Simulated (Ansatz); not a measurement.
Consider the hydrogenolysis of a C–In bond: `C=[C]([GaH2])[InH2]` + H₂ → `C=[CH][GaH2]` + `[InH3]`.

Calculated with Ansatz (gas phase, PBE0-D4/def2-TZVP geometries, no zero-point term in ΔE). CCSD(T)/CBS is the MP2 limit (def2-TZVPP, def2-QZVPP) plus CCSD(T) − MP2 in def2-TZVPP, frozen cores. This one scheme is used for every species. Functionals use def2-TZVPP. B3LYP here is the variant with VWN-RPA as its local correlation; programs differ in this. HSE06 is defined as in plane-wave codes. Elements past krypton have def2 core potentials. For Ga, In outer-core shells are correlated without core-valence functions, which leaves a few kJ/mol of doubt a bond. Scalar relativity is left out up to krypton.

```json
{"level": "LDA (SPW92)", "ΔE (kcal/mol)": "-8.4", "difference from CCSD(T)/CBS": "-2.9"}
{"level": "PBE-D4", "ΔE (kcal/mol)": "-6.9", "difference from CCSD(T)/CBS": "-1.4"}
{"level": "revPBE-D4", "ΔE (kcal/mol)": "-6.5", "difference from CCSD(T)/CBS": "-1.0"}
{"level": "BLYP-D4", "ΔE (kcal/mol)": "-6.8", "difference from CCSD(T)/CBS": "-1.3"}
{"level": "r2SCAN-D4", "ΔE (kcal/mol)": "-7.7", "difference from CCSD(T)/CBS": "-2.2"}
{"level": "B97M-V", "ΔE (kcal/mol)": "-11.3", "difference from CCSD(T)/CBS": "-5.8"}
{"level": "PBE0-D4", "ΔE (kcal/mol)": "-8.4", "difference from CCSD(T)/CBS": "-2.9"}
{"level": "B3LYP-D4", "ΔE (kcal/mol)": "-8.2", "difference from CCSD(T)/CBS": "-2.7"}
{"level": "r2SCANh-D4", "ΔE (kcal/mol)": "-8.2", "difference from CCSD(T)/CBS": "-2.7"}
{"level": "r2SCAN0-D4", "ΔE (kcal/mol)": "-8.8", "difference from CCSD(T)/CBS": "-3.3"}
{"level": "HSE06-D4", "ΔE (kcal/mol)": "-8.3", "difference from CCSD(T)/CBS": "-2.8"}
{"level": "BHLYP-D4", "ΔE (kcal/mol)": "-9.3", "difference from CCSD(T)/CBS": "-3.8"}
{"level": "CAM-B3LYP-D4", "ΔE (kcal/mol)": "-10.1", "difference from CCSD(T)/CBS": "-4.6"}
{"level": "ωB97X-V", "ΔE (kcal/mol)": "-9.1", "difference from CCSD(T)/CBS": "-3.6"}
{"level": "ωB97M-V", "ΔE (kcal/mol)": "-8.7", "difference from CCSD(T)/CBS": "-3.2"}
{"level": "B2PLYP", "ΔE (kcal/mol)": "-8.4", "difference from CCSD(T)/CBS": "-2.9"}
{"level": "PBE-QIDH", "ΔE (kcal/mol)": "-7.8", "difference from CCSD(T)/CBS": "-2.3"}
{"level": "PBE", "ΔE (kcal/mol)": "-8.6", "difference from CCSD(T)/CBS": "-3.1"}
{"level": "revPBE", "ΔE (kcal/mol)": "-9.0", "difference from CCSD(T)/CBS": "-3.5"}
{"level": "BLYP", "ΔE (kcal/mol)": "-10.0", "difference from CCSD(T)/CBS": "-4.5"}
{"level": "r2SCAN", "ΔE (kcal/mol)": "-8.1", "difference from CCSD(T)/CBS": "-2.6"}
{"level": "PBE0", "ΔE (kcal/mol)": "-9.9", "difference from CCSD(T)/CBS": "-4.4"}
{"level": "B3LYP", "ΔE (kcal/mol)": "-10.9", "difference from CCSD(T)/CBS": "-5.4"}
{"level": "r2SCAN0", "ΔE (kcal/mol)": "-9.3", "difference from CCSD(T)/CBS": "-3.8"}
{"level": "HSE06", "ΔE (kcal/mol)": "-9.8", "difference from CCSD(T)/CBS": "-4.3"}
{"level": "BHLYP", "ΔE (kcal/mol)": "-12.4", "difference from CCSD(T)/CBS": "-6.9"}
{"level": "CAM-B3LYP", "ΔE (kcal/mol)": "-11.7", "difference from CCSD(T)/CBS": "-6.2"}
{"level": "RPA@PBE/def2-TZVPP", "ΔE (kcal/mol)": "-6.4", "difference from CCSD(T)/CBS": "-0.9"}
{"level": "HF/def2-SVP", "ΔE (kcal/mol)": "-16.5", "difference from CCSD(T)/CBS": "-11.0"}
{"level": "MP2/def2-SVP", "ΔE (kcal/mol)": "-7.2", "difference from CCSD(T)/CBS": "-1.7"}
{"level": "CCSD/def2-SVP", "ΔE (kcal/mol)": "-10.7", "difference from CCSD(T)/CBS": "-5.2"}
{"level": "CCSD(T)/def2-SVP", "ΔE (kcal/mol)": "-9.3", "difference from CCSD(T)/CBS": "-3.8"}
{"level": "MP2/def2-TZVPP", "ΔE (kcal/mol)": "-3.6", "difference from CCSD(T)/CBS": "1.9"}
{"level": "SCS-MP2/def2-TZVPP", "ΔE (kcal/mol)": "-5.8", "difference from CCSD(T)/CBS": "-0.3"}
{"level": "CCSD/def2-TZVPP", "ΔE (kcal/mol)": "-8.5", "difference from CCSD(T)/CBS": "-3.0"}
{"level": "CCSD(T)/def2-TZVPP", "ΔE (kcal/mol)": "-6.6", "difference from CCSD(T)/CBS": "-1.1"}
{"level": "HF/def2-QZVPP", "ΔE (kcal/mol)": "-15.2", "difference from CCSD(T)/CBS": "-9.7"}
{"level": "MP2/def2-QZVPP", "ΔE (kcal/mol)": "-2.9", "difference from CCSD(T)/CBS": "2.6"}
{"level": "SCS-MP2/def2-QZVPP", "ΔE (kcal/mol)": "-5.3", "difference from CCSD(T)/CBS": "0.2"}
{"level": "HF/CBS(def2)", "ΔE (kcal/mol)": "-15.2", "difference from CCSD(T)/CBS": "-9.7"}
{"level": "CCSD(T)/CBS", "ΔE (kcal/mol)": "-5.5", "difference from CCSD(T)/CBS": "0"}
```

**Question.** What do rigid-rotor, harmonic-oscillator terms from PBE0-D4/def2-TZVP frequencies (298.15 K, 1 bar) make of the CCSD(T)/CBS value? (Estimate.)

**Answer.** Ansatz gave: ΔZPE = +3.4 kcal/mol, ΔH = -3.4 kcal/mol, ΔS = 16 J/(mol·K), ΔG = -4.5 kcal/mol.

Largest T1 diagnostic among the species: 0.014.

The D4 term adds +2.7 kcal/mol with B3LYP and +1.5 kcal/mol with PBE0; it sums over pairs of atoms, weighted by their polarisabilities, and B3LYP, whose exchange is more repulsive, gets the larger term. In def2-TZVPP, CCSD(T) changes the Hartree–Fock value by +8.6 kcal/mol (the triples alone add +1.9 kcal/mol) and MP2 by +11.7 kcal/mol. At CCSD(T), def2-SVP lies −3.8 kcal/mol from the extrapolated value and def2-TZVPP −1.1 kcal/mol.
